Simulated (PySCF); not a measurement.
# One molecule, several mistakes: BCGeH5N

Calculated results; nothing here was measured. The program is PySCF 2.14.0, an open-source quantum chemistry code, run on an isolated molecule that a program drew, which may never have been made. The molecule is BCGeH5N (charge 0, doublet), drawn as the SMILES string `B=[N][GeH][CH3]`.

Each row is a Hartree-Fock (HF) and frozen-core CCSD(T) single point in the cc-pVDZ basis, meant for a local HF minimum. Run 1 is clean. Each other run has one planted mistake out of seven kinds, and not every kind appears here: one electron removed, one electron added, multiplicity raised by two, geometry at a saddle point, minimal basis STO-3G, one bond length entered in bohr, all coordinates scaled. The reference is restricted for singlets and unrestricted otherwise, and also for a bond in bohr. Adding or removing an electron swaps singlet and doublet. Electrons count all cores. HOMO and LUMO are orbital energies over both spins, the gradient is its largest component, and the lowest frequency (negative if imaginary) is given only where the gradient is small. Bond lengths are over the 8 bonds as drawn. T1 is the CCSD diagnostic: over 0.02 (restricted) or 0.045 (unrestricted) a single reference is doubtful. Germanium has the cc-pVDZ-PP basis, with a core potential (ECP10MDF) in place of its 10 inner electrons, and its 3s, 3p and 3d shells are frozen in CCSD(T).

Geometry of the clean run:
```xyz
9
BCGeH5N, angstrom
B    -1.2446   -1.7822   -1.4918
N    -0.5746   -0.8140   -1.0996
Ge    0.2730    0.6371   -0.3922
C     0.4886    1.9917   -1.7983
H    -1.8705   -2.6990   -1.8709
H     1.6337    0.1678    0.1598
H     1.0490    1.5618   -2.6318
H    -0.4878    2.3167   -2.1597
H     1.0313    2.8556   -1.4105
```

```
run,electrons,basis functions,<S^2>,HOMO (eV),LUMO (eV),gradient (hartree/bohr),lowest frequency (cm^-1),mean bond (Å),longest bond (Å),T1,HF (hartree),CCSD(T) (hartree),mistake
1,55,90,0.755,-8.21,1.50,3.5e-05,116,1.3772,1.964,0.0154,-413.29167,-413.81401,no fault
2,54,90,0.000,-16.43,-6.32,7.7e-02,-,1.3772,1.964,0.0170,-413.02353,-413.53736,one electron removed
3,56,90,0.000,-0.33,8.81,7.6e-02,-,1.3772,1.964,0.0158,-413.26771,-413.82575,one electron added
4,55,90,0.756,-8.33,1.32,3.1e-02,-,1.4158,2.019,0.0165,-413.28480,-413.81442,?
```

**Which mistake was planted in run 4, and what did it cost?**

The mean and the longest bond both change by the same factor, 1.028, and the gradient is no longer small. So the mistake is: all coordinates scaled. Subtracting run 1 and multiplying by 627.51 kcal/mol a hartree, the energy moved by 4.3 kcal/mol in HF and -0.3 kcal/mol in CCSD(T).

